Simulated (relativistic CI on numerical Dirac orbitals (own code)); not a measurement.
Computed by Dirac-Coulomb-Breit CI, KLI orbitals optimised for each configuration, QED by a radiative potential, unscaled Slater integrals (own radial code, finite nucleus).

The strongest absorption lines from the ground level of an ion, among the configurations computed and to levels below about 327 eV (vacuum wavelength in nm, gf): 4.9891 (0.1), 5.0759 (0.11), 5.2179 (0.14), 5.2662 (0.14), 5.4412 (0.76), 5.4622 (0.76), 5.5493 (0.31), 5.5624 (0.68).

**Question.** Which ion is it?
A. In XXVII
B. Te XXXII
C. Cs XXXIII
D. Te XXX

**Answer.** D. Te XXX has 23 electrons and the ground level 3s2 3p6 3d5 6S_5/2; the strongest line goes to 3s2 3p5 3d6 6P°_3/2. The pattern of lines fixes the number of electrons, and along that sequence the line energies rise steadily with the charge (about as its square where n changes within one kind of shell, about linearly where n is kept but much faster in heavy ions where fine structure, which grows about as Z⁴, sets the gap, and irregularly where shells cross), which fixes Z. Configurations outside the model, such as inner-shell arrays, can give stronger lines. At this charge energies of transitions that change n are usually good to better than 1 %, and those within a shell (Δn = 0) to a few per cent. Terms inside the open d or f shell come out 10 to 20 % too wide with unscaled integrals.

LS names give the leading component of a level, which can be under half, so a name can repeat, a term be missing and a line seem to break the LS rules.
